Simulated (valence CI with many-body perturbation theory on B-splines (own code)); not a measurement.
Energy levels of Er XXXVII

Calculated by relativistic CI+MBPT: four valence electrons over a frozen Dirac-Fock core [Ar] 3d10, a basis of 11 s, 11 p, 10 d, 8 f, 5 g, 2 h functions for each j, with the one-electron correlation potential Σ1 (screened to all orders), the two-electron term Σ2, the three-electron term Σ3, Breit, model QED; selected single and double excitations, second order for the rest, scaled by the run's own slope (own B-spline code, finite nucleus).

The last digits are not significant, and no measured levels were compared; by estimate large intervals hold to a few tenths of a per cent, small ones and those within an open d or f shell to about a per cent. Among the levels kept, up to 390 cm⁻¹ of a level comes from second order outside the variational space, and about a tenth of that is noise between levels of different J, which matters for small intervals.

Levels 91 to 135 of 188, with energies above the lowest level, (4s^2 4p1/2^2) J=0. "Leading %" is the weight of the configuration and term that name the level; weights of strongly mixed levels are sums over their largest components and can fall short, so below about 35 % the name and the second component can differ from the true leading terms, or belong to a minority configuration. In the jj column 3d3/2^4 stands for four electrons in 3d with j = 3/2.

| No. | Configuration | Term | J | E (Ry) | Leading % | Second component | Leading jj | g |
| --- | --- | --- | --- | --- | --- | --- | --- | --- |
| 91 | 4s²4p4f | ³F | 4 | 30.837 | 23 | 21 % 4s²4p4f ¹G | 4s^2 4p3/2 4f7/2 (39 %) | 1.125 |
| 92 | 4s²4d² | ³P | 2 | 30.847 | 26 | 22 % 4s4p²4d ¹D | 4s^2 4d3/2 4d5/2 (27 %) | 1.154 |
| 93 | 4s²4d² | ³P | 1 | 30.889 | 61 | 16 % 4s4p²4d ³P | 4s^2 4d3/2 4d5/2 (61 %) | 1.409 |
| 94 | 4s4p²4d | ³D | 3 | 30.968 | 66 | 10 % 4s4p²4d ¹F | 4s 4p3/2^2 4d5/2 (88 %) | 1.252 |
| 95 | 4p³4d | ³F° | 2 | 31.027 | 33 | 18 % 4p³4d ³D° | 4p1/2^2 4p3/2 4d3/2 (89 %) | 1.003 |
| 96 | 4p³4d | ³F° | 3 | 31.113 | 22 | 18 % 4p³4d ³G° | 4p1/2^2 4p3/2 4d3/2 (78 %) | 1.087 |
| 97 | 4s4p²4d | ³F | 4 | 31.244 | 38 | 37 % 4s²4d² ³F | 4s 4p3/2^2 4d5/2 (53 %) | 1.212 |
| 98 | 4p³4d | ³P° | 0 | 31.257 | 54 | 28 % 4p³4d ⁵D° | 4p1/2^2 4p3/2 4d3/2 (92 %) |  |
| 99 | 4s4p²4d | ¹D | 2 | 31.259 | 46 | 24 % 4s4p²4d ³D | 4s 4p3/2^2 4d5/2 (47 %) | 1.107 |
| 100 | 4s²4p4f | ³G | 5 | 31.304 | 91 | 6 % 4s4p²4d ³G | 4s^2 4p3/2 4f7/2 (91 %) | 1.201 |
| 101 | 4p³4d | ⁵D° | 1 | 31.404 | 29 | 27 % 4p³4d ³P° | 4p1/2^2 4p3/2 4d3/2 (92 %) | 1.165 |
| 102 | 4s4p²4d | ¹D | 2 | 31.571 | 24 | 18 % 4s²4p4f ³F | 4s^2 4p3/2 4f5/2 (31 %) | 1.014 |
| 103 | 4s²4p4f | ³D | 1 | 31.657 | 42 | 15 % 4s4p²4d ³P | 4s^2 4p3/2 4f5/2 (42 %) | 0.866 |
| 104 | 4s²4p4f | ³G | 4 | 31.692 | 26 | 24 % 4s²4p4f ³F | 4s^2 4p3/2 4f5/2 (43 %) | 1.153 |
| 105 | 4s²4p4f | ³F | 3 | 31.744 | 25 | 16 % 4s4p²4d ¹F | 4s^2 4p3/2 4f5/2 (50 %) | 1.001 |
| 106 | 4p³4d | ³F° | 4 | 32.024 | 36 | 24 % 4p³4d ⁵D° | 4p1/2^2 4p3/2 4d5/2 (79 %) | 1.271 |
| 107 | 4s²4d² | ¹D | 2 | 32.044 | 18 | 17 % 4s²4d² ³P | 4s 4p3/2^2 4d5/2 (35 %) | 1.170 |
| 108 | 4s²4d² | ¹S | 0 | 32.109 | 46 | 19 % 4s²4d² ³P | 4s^2 4d5/2^2 (64 %) |  |
| 109 | 4s²4p4f | ³D | 2 | 32.152 | 25 | 10 % 4s²4d² ³P | 4s 4p3/2^2 4d5/2 (40 %) | 1.179 |
| 110 | 4s²4p4f | ³D | 1 | 32.173 | 22 | 13 % 4s4p²4d ³D | 4s 4p3/2^2 4d5/2 (63 %) | 0.874 |
| 111 | 4s4p²4f | ⁵G° | 2 | 32.187 | 38 | 22 % 4s4p²4f ³F° | 4s 4p1/2^2 4f5/2 (81 %) | 0.632 |
| 112 | 4p³4d | ³D° | 3 | 32.293 | 15 | 13 % 4p³4d ⁵D° | 4p1/2^2 4p3/2 4d5/2 (43 %) | 1.167 |
| 113 | 4s4p²4d | ¹F | 3 | 32.345 | 20 | 15 % 4s²4p4f ³D | 4s 4p3/2^2 4d5/2 (50 %) | 1.174 |
| 114 | 4p³4d | ³D° | 2 | 32.387 | 31 | 20 % 4p³4d ³P° | 4p1/2^2 4p3/2 4d5/2 (82 %) | 1.232 |
| 115 | 4s4p²4f | ⁵G° | 3 | 32.407 | 21 | 19 % 4s4p²4f ³F° | 4s 4p1/2^2 4f7/2 (56 %) | 1.069 |
| 116 | 4s²4p4f | ¹G | 4 | 32.530 | 35 | 33 % 4s²4d² ¹G | 4s^2 4p3/2 4f7/2 (30 %) | 1.060 |
| 117 | 4s4p²4f | ³F° | 4 | 32.654 | 21 | 18 % 4s4p²4f ⁵D° | 4s 4p1/2^2 4f7/2 (76 %) | 1.265 |
| 118 | 4s4p²4d | ¹D | 2 | 32.947 | 26 | 21 % 4s²4p4f ¹D | 4s 4p3/2^2 4d5/2 (50 %) | 0.984 |
| 119 | 4s²4d² | ¹S | 0 | 32.964 | 22 | 20 % 4s4p²4d ¹S | 4p3/2^4 (33 %) |  |
| 120 | 4p³4d | ³D° | 1 | 33.228 | 40 | 16 % 4p³4d ¹P° | 4p1/2^2 4p3/2 4d5/2 (86 %) | 0.998 |
| 121 | 4s4p²4f | ³G° | 3 | 33.622 | 15 | 13 % 4p³4d ³G° | 4s 4p1/2^2 4f7/2 (31 %) | 1.012 |
| 122 | 4s4p4d² | ⁵G° | 2 | 33.729 | 61 | 21 % 4s4p4d² ³F° | 4s 4p1/2 4d3/2^2 (81 %) | 0.502 |
| 123 | 4s4p4d² | ⁵G° | 3 | 34.122 | 44 | 16 % 4s4p4d² ³F° | 4s 4p1/2 4d3/2^2 (63 %) | 1.006 |
| 124 | 4s4p4d² | ⁵D° | 0 | 34.552 | 42 | 25 % 4s4p4d² ³P° | 4s 4p1/2 4d3/2^2 (68 %) |  |
| 125 | 4s4p4d² | ⁵G° | 3 | 34.639 | 19 | 10 % 4p³4d ³F° | 4s 4p1/2 4d3/2 4d5/2 (51 %) | 1.070 |
| 126 | 4p³4d | ⁵D° | 2 | 34.647 | 15 | 15 % 4p³4d ³F° | 4s 4p1/2 4d3/2 4d5/2 (45 %) | 0.988 |
| 127 | 4s4p4d² | ⁵G° | 4 | 34.749 | 26 | 11 % 4s4p4d² ³H° | 4s 4p1/2 4d3/2 4d5/2 (63 %) | 1.078 |
| 128 | 4p³4d | ³D° | 1 | 34.772 | 34 | 24 % 4p³4d ⁵D° | 4p1/2 4p3/2^2 4d3/2 (57 %) | 0.871 |
| 129 | 4s4p4d² | ⁵D° | 1 | 34.916 | 50 | 14 % 4s4p4d² ⁵F° | 4s 4p1/2 4d3/2^2 (59 %) | 1.133 |
| 130 | 4s4p4d² | ⁵D° | 0 | 34.964 | 34 | 24 % 4p³4d ⁵D° | 4p1/2 4p3/2^2 4d3/2 (40 %) |  |
| 131 | 4s4p4d² | ⁵G° | 4 | 34.991 | 19 | 16 % 4p³4d ³G° | 4s 4p1/2 4d3/2 4d5/2 (43 %) | 1.110 |
| 132 | 4s4p4d² | ⁵F° | 1 | 35.030 | 34 | 16 % 4s4p4d² ³D° | 4s 4p1/2 4d3/2^2 (82 %) | 0.754 |
| 133 | 4s4p4d² | ⁵F° | 2 | 35.044 | 26 | 12 % 4s4p4d² ³D° | 4s 4p1/2 4d3/2^2 (48 %) | 1.149 |
| 134 | 4s4p4d² | ³G° | 5 | 35.156 | 21 | 20 % 4s4p4d² ³H° | 4s 4p1/2 4d3/2 4d5/2 (67 %) | 1.149 |
| 135 | 4s4p4d² | ⁵P° | 1 | 35.167 | 50 | 23 % 4s4p4d² ³S° | 4s 4p1/2 4d3/2 4d5/2 (78 %) | 2.029 |
